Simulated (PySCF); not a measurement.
State search for HfO⁺

Unrestricted PBE0; Hf def2-TZVPPD with ECP60, O def2-TZVPPD; scalar-relativistic core potentials (PySCF 2.14). Outer shells of the fragments: Hf+ 5d1 6s2; O 2s2 2p4.

Followed along the bond (rough minima from three points):

| 2Ms+1 | unpaired | ⟨S²⟩ at the start | R at minimum (Å) | Te (eV) |
| --- | --- | --- | --- | --- |
| 2 | σ ↑ | 0.97 | 1.69 | 0.00 |
| 2 | δ ↑ | 0.89 | 1.71 | 0.79 |
| 4 | σ ↑, π ↑, δ ↑ | 3.75 | 1.92 | 3.06 |
| 4 | σ ↑, π ↑, δ ↑ | n/a | 1.92 | 3.06 |
| 2 | σ ↑, π ↓, δ ↑ | 1.77 | 1.92 | 3.08 |
| 2 | σ ↑, π ↓, δ ↑ | n/a | 1.92 | 3.08 |

Solutions found at the starting distance of 2.100 Å, counted from the lowest of them; the search is not exhaustive and high or unbound solutions are not listed, so other states can lie among these:

```csv
2Ms+1,unpaired,term,E (eV),⟨S²⟩,⟨Lz²⟩,μ (D)
2,σ ↑,²Σ⁺,0.00,0.97,0.00,-5.89
2,δ ↑,²Δ,0.46,0.89,4.00,-7.20
2,"σ ↑, π ↓, δ ↑",mixed,0.72,1.77,5.01,-4.18
4,"σ ↑, π ↑, δ ↑",mixed,0.73,3.75,5.01,-4.22
2,π ↑,²Π,1.10,0.76,1.03,-3.34
4,"σ ↑, π ↑↑",mixed,1.48,3.75,2.08,-3.60
```

A term symbol is given only where ⟨S²⟩ and ⟨Lz²⟩ are close to those of a pure state; real π, δ and φ orbitals otherwise mix terms. A positive dipole points towards O; it is taken about the centre of mass and depends on that origin.

Spin–orbit coupling is left out. The state is the lowest single determinant that the PBE0 search found; with open d or f shells the true ground state can be another one.
